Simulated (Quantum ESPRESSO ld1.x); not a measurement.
The numbers below are computed, except where a source is named.
Input file for ld1.x (Quantum ESPRESSO 7.5):

```
 &input
    zed=34.0,
    iswitch=1,
    rel=0,
    lsd=1,
    dft='PZ',
    config='[Ar] 3d10 4s2 4p4',
    prefix='ld1',
    max_out_wfc=37,
    file_charge='ld1.rho',
 /
```

Command: `OMP_NUM_THREADS=1 ld1.x < ld1.in > ld1.out`

Output:

```
     Program LD1 v.7.5 starts

     --------------------------- All-electron run ----------------------------

     atomic number is 34.00
     dft =PZ   lsd =1 sic =0 latt =0  beta=0.20 tr2=1.0E-14
     Exchange-correlation= PZ
                           (   1   1   0   0   0   0   0)
     mesh =1893 r(mesh) = 100.44793 a.u. xmin = -7.00 dx = 0.00800
     1 Ry =  13.60569312 eV

     n l     nl                  e(Ry)          e(Ha)          e(eV)
     1 0     1S 1( 1.00)      -902.5968      -451.2984    -12280.4550
     2 0     2S 1( 1.00)      -114.6179       -57.3089     -1559.4556
     2 1     2P 1( 3.00)      -103.0240       -51.5120     -1401.7123
     3 0     3S 1( 1.00)       -15.0908        -7.5454      -205.3202
     3 1     3P 1( 3.00)       -11.1041        -5.5521      -151.0791
     3 2     3D 1( 5.00)        -4.0218        -2.0109       -54.7199
     4 0     4S 1( 1.00)        -1.2807        -0.6404       -17.4253
     4 1     4P 1( 3.00)        -0.5277        -0.2638        -7.1792
     1 0     1S 2( 1.00)      -902.5889      -451.2945    -12280.3481
     2 0     2S 2( 1.00)      -114.6130       -57.3065     -1559.3894
     2 1     2P 2( 3.00)      -103.0168       -51.5084     -1401.6155
     3 0     3S 2( 1.00)       -15.0805        -7.5402      -205.1800
     3 1     3P 2( 3.00)       -11.0924        -5.5462      -150.9196
     3 2     3D 2( 5.00)        -4.0060        -2.0030       -54.5045
     4 0     4S 2( 1.00)        -1.1859        -0.5929       -16.1349
     4 1     4P 2( 1.00)        -0.4400        -0.2200        -5.9864

     final scf error:  6.3E-15 reached in  32 iterations

     Etot =   -4796.234378 Ry,   -2398.117189 Ha,  -65256.093098 eV
     Total magnetization:    2.00 Bohr mag.

     Ekin =    4791.936940 Ry,    2395.968470 Ha,   65197.623477 eV
     Encl =  -11477.538802 Ry,   -5738.769401 Ha, -156159.870742 eV
     Eh   =    2056.626462 Ry,    1028.313231 Ha,   27981.828506 eV
     Exc  =    -167.258979 Ry,     -83.629489 Ha,   -2275.674338 eV

     normalization and overlap integrals

     s(1S/1S) =  1.000000  <r> =   0.0450  <r2> =    0.0027  r(max) =   0.0296
     s(1S/2S) = -0.000000
     s(1S/3S) =  0.000000
     s(1S/4S) =  0.000000
     s(2S/2S) =  1.000000  <r> =   0.2003  <r2> =    0.0472  r(max) =   0.1682
     s(2S/3S) =  0.000000
     s(2S/4S) =  0.000000
     s(2P/2P) =  1.000000  <r> =   0.1729  <r2> =    0.0366  r(max) =   0.1334
     s(2P/3P) =  0.000000
     s(2P/4P) =  0.000000
     s(3S/3S) =  1.000000  <r> =   0.5864  <r2> =    0.3960  r(max) =   0.5115
     s(3S/4S) = -0.000000
     s(3P/3P) =  1.000000  <r> =   0.5953  <r2> =    0.4159  r(max) =   0.5034
     s(3P/4P) = -0.000000
     s(3D/3D) =  1.000000  <r> =   0.6294  <r2> =    0.4958  r(max) =   0.4501
     s(4S/4S) =  1.000000  <r> =   1.8197  <r2> =    3.8067  r(max) =   1.5306
     s(4P/4P) =  1.000000  <r> =   2.2795  <r2> =    6.1247  r(max) =   1.8106
     s(1S/1S) =  1.000000  <r> =   0.0450  <r2> =    0.0027  r(max) =   0.0296
     s(1S/2S) = -0.000000
     s(1S/3S) =  0.000000
     s(1S/4S) =  0.000000
     s(2S/2S) =  1.000000  <r> =   0.2003  <r2> =    0.0472  r(max) =   0.1682
     s(2S/3S) =  0.000000
     s(2S/4S) =  0.000000
     s(2P/2P) =  1.000000  <r> =   0.1729  <r2> =    0.0366  r(max) =   0.1334
     s(2P/3P) = -0.000000
     s(2P/4P) =  0.000000
     s(3S/3S) =  1.000000  <r> =   0.5862  <r2> =    0.3956  r(max) =   0.5115
     s(3S/4S) = -0.000000
     s(3P/3P) =  1.000000  <r> =   0.5949  <r2> =    0.4153  r(max) =   0.5034
     s(3P/4P) = -0.000000
     s(3D/3D) =  1.000000  <r> =   0.6274  <r2> =    0.4919  r(max) =   0.4501
     s(4S/4S) =  1.000000  <r> =   1.8255  <r2> =    3.8436  r(max) =   1.5306
     s(4P/4P) =  1.000000  <r> =   2.3403  <r2> =    6.5186  r(max) =   1.8106

     ------------------------ End of All-electron run ------------------------
```

Run on one thread of a shared host, so times are rough (Intel(R) Xeon(R) Processor @ 2.60GHz): 0.67 s of CPU time, 0.7 s wall, 32 iterations on 1893 mesh points.
